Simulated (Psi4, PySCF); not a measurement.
Here is a job for Psi4.
```
memory 2 GB

molecule {
0 2
O    -1.07370959   -0.42926071   -0.00428227
C    -0.04616944    0.18751753    0.00141223
O     1.15027992    0.11826974    0.00194013
H    -0.33554598    1.36282262    0.01026371
}

set {
  basis 6-31g*
  reference uks
  scf_type pk
  puream true
  d_convergence 1e-8
  dft_radial_points 99
  dft_spherical_points 590
}

energy('r2scan')
print_variables()
```

Problem. Write the same job for PySCF.

Solution. Several could match; the one computed here: 
```python
from pyscf import gto, scf, dft

mol = gto.M(
    atom='''
O    -1.07370959   -0.42926071   -0.00428227
C    -0.04616944    0.18751753    0.00141223
O     1.15027992    0.11826974    0.00194013
H    -0.33554598    1.36282262    0.01026371
''',
    basis='6-31g*',
    spin=1,
    verbose=4,
)

mf = dft.UKS(mol)
mf.xc = 'r2scan'
mf.grids.atom_grid = (99, 590)
mf.grids.prune = None
mf.kernel()
```

Both were run: Psi4 gave -188.984502 Eh and PySCF -188.984499 Eh, 0.003 mEh apart.
